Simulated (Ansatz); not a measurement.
The cluster Ga3⁺. The state is a singlet with charge 1. Geometry PBE-D4/def2-TZVP; atoms count from 1.

```xyz
3

Ga    1.257    0.531   -0.589
Ga   -1.106   -0.444   -0.887
Ga   -0.151   -0.087    1.476
```

The restricted singlet is unstable: a solution with broken spin symmetry lies lower. At PBE0-D4/def2-TZVP a triplet of charge 1 lies 0.53 eV below the restricted singlet, each at its own geometry. The structure comes from a short search, and lower isomers may exist.

(1) Estimate the Mulliken populations from the PBE0/def2-TZVP orbitals of Ansatz.

(2) And the Mayer bond orders between heavy atoms (over 0.3)?

Answers

(1) 
| atom | charge (e) |
| --- | --- |
| Ga1 | 0.33 |
| Ga2 | 0.33 |
| Ga3 | 0.33 |
Mulliken values depend strongly on the basis.

(2) Ga1–Ga2 0.87 (2.57 Å); Ga1–Ga3 0.87 (2.57 Å); Ga2–Ga3 0.87 (2.57 Å).
